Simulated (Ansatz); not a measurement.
Ansatz (a quantum-chemistry and plane-wave program) input:

Ansatz 0.2 input:
```yaml
crystal:
  periodic: [false, false, false]
  atoms:
    - {symbol: C, position_ang: [-0.06979756, 1.52270279, 0.26646729]}
    - {symbol: C, position_ang: [-0.48264306, 0.09644613, 0.11446172]}
    - {symbol: C, position_ang: [-1.80841303, -0.23503826, -0.47278997]}
    - {symbol: O, position_ang: [0.46272251, -0.83930226, -0.23054878]}
    - {symbol: C, position_ang: [1.75793190, -0.71070509, 0.33012951]}
    - {symbol: H, position_ang: [0.73453541, 1.66023414, 0.99105625]}
    - {symbol: H, position_ang: [-0.92064145, 2.11629180, 0.60048702]}
    - {symbol: H, position_ang: [0.27559418, 1.95374659, -0.68873706]}
    - {symbol: H, position_ang: [-1.83854725, -0.03392981, -1.55600324]}
    - {symbol: H, position_ang: [-2.03836987, -1.29242768, -0.33407184]}
    - {symbol: H, position_ang: [-2.59658567, 0.35869297, -0.00829571]}
    - {symbol: H, position_ang: [2.27893852, 0.17435800, -0.04501381]}
    - {symbol: H, position_ang: [2.31084766, -1.59949505, 0.03275104]}
    - {symbol: H, position_ang: [1.70997881, -0.66348621, 1.42260637]}
basis:
  gaussian:
    orbitals: def2-TZVP
hamiltonian:
  xc: b3lyp
  dispersion: d3bj
magnetization: {spin_polarized: true, initial_magnetization: 1}
phonons: {temperatures: {t_min: 298.15, t_max: 298.15, t_step: 100}}
```

Predict the final energy.

-233.11597 Eh (B3LYP-D3(BJ)/def2-TZVP). The basis has 209 functions.

It need not be the lowest isomer of its formula.
